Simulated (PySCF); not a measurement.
## BeO: frontier orbitals

LDA at R = 1.325 Å; basis Be pcseg-2, O pcseg-2; no relativity; PySCF 2.14. State: ¹Σ⁺ (singlet), closed shell. Only the outer orbitals are listed, counted within each symmetry.

```tsv
orbital	occ.	ε (eV)	on Be (%)	main shells (%)
3σ	2	-20.71	19	79 O s, 10 Be p, 8 Be s
4σ	2	-6.92	20	72 O p, 16 Be s, 8 O s
1π	2	-6.30	21	78 O p, 20 Be p
1π	2	-6.30	21	78 O p, 20 Be p
5σ	0	-4.86	97	67 Be s, 30 Be p
2π	0	-0.41	91	89 Be p, 9 O p
2π	0	-0.41	91	89 Be p, 9 O p
```

Problem. Which are the highest filled and the lowest empty level, where do they sit, and how wide is the gap?

Solution. Highest filled 1π at -6.30 eV (in %: 78 O p, 20 Be p); lowest empty 5σ at -4.86 eV (in %: 67 Be s, 30 Be p); the gap at LDA is 1.44 eV.

- bond order (Mayer): 2.40
- ⟨S²⟩: 0.000
- charge on Be (Mulliken, basis-dependent): 0.38
- charge on Be (Löwdin, basis-dependent): 0.44
- dipole moment (positive dipole means Be(−)O(+)): -6.00 D
- polarisability along the bond: 28.8 bohr³
- polarisability across the bond: 24.7 bohr³
